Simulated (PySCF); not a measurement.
# Working out the ionisation energy of Cu⁺

Cu⁺ [Ar] 3d10 (1S) → Cu²⁺ [Ar] 3d9 (2D). All numbers are calculated (PySCF 2.14, scalar relativity by spin-free X2C-1e, in ANO-RCC-VTZP). Frozen: [Ne]. Energies in hartree (1 hartree = 27.21139 eV):

| part | Cu⁺ (lower) | Cu²⁺ (upper) |
| --- | --- | --- |
| UHF | -1652.906358 | -1652.272816 |
| MP2 opposite-spin | -0.568154 | -0.469229 |
| MP2 same-spin | -0.299431 | -0.236439 |

Problem. What does Hartree-Fock give?

Solution. (-1652.272816) − (-1652.906358) = 0.633542 hartree = 17.240 eV.

Problem. What do MP2 and SCS-MP2 (6/5 opposite-spin, 1/3 same-spin) give?

Solution. The opposite-spin parts differ by 2.692 eV and the same-spin parts by 1.714 eV. MP2: 17.240 + (2.692) + (1.714) = 21.646 eV. SCS-MP2: 17.240 + 1.2 × (2.692) + (1.714)/3 = 21.042 eV.

A first-order spin-orbit estimate adds -0.115 eV to MP2 (valence and next inner shell), giving 21.531 eV against 20.292 eV (measured; NIST Atomic Spectra Database, ionization energies).

What remains against the reference includes basis incompleteness, the frozen core and correlation beyond second order.
